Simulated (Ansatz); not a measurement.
Problem. Name a neutral molecule of C, F, N, O, Si and H with HOMO energy (PBE/def2-TZVPP) between -6.75 and -6.45 eV and HOMO–LUMO gap (PBE0/def2-TZVPP) between 8.50 and 8.80 eV (Ansatz, PBE0-D4/def2-TZVP geometry).

Solution. `NC(O)(F)O[SiH3]` (-6.61 eV, 8.55 eV); `O[Si@@H]1N[C@H](F)O1` (-6.56 eV, 8.67 eV); `F[Si]1(F)NCO1` (-6.47 eV, 8.76 eV); `NC(F)(F)O[SiH3]` (-6.74 eV, 8.55 eV); `NC(F)O[SiH2]F` (-6.64 eV, 8.77 eV). Other molecules can fit too; these were computed, each in one conformer that needn't be the lowest.
